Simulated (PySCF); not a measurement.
**Electron correlation in Ar⁺ (argon, charge +1)**

[Ne] 3s2 3p5, 2P determinant. Computed with PySCF 2.14 in cc-pV(T+d)Z, with the non-relativistic Hamiltonian (point nucleus). Frozen: [Ne]; 7 electrons correlated.

MP2 pair energies summed by pair of shells (mhartree):

| pair | energy | share (%) |
| --- | --- | --- |
| 3p-3p | -104.95 | 63.2 |
| 3s-3p | -51.95 | 31.3 |
| 3s-3s | -9.28 | 5.6 |

Total MP2 correlation energy: -166.19 mhartree.

Same-spin part -38.41 and opposite-spin part -127.78 mhartree; SCS-MP2 scales them by 1/3 and 6/5 to -166.14 mhartree.

| level | correlation energy (mhartree) |
| --- | --- |
| CCSD | -191.37 |
| (T) | -5.33 |
| CCSD(T) | -196.70 |

Diagnostics: T1 = 0.0065, D1 = 0.0221, largest double amplitude 0.054.

Problem. Is a single reference adequate?

Solution. Yes: T1 lies below 0.03 and no double amplitude reaches 0.07.
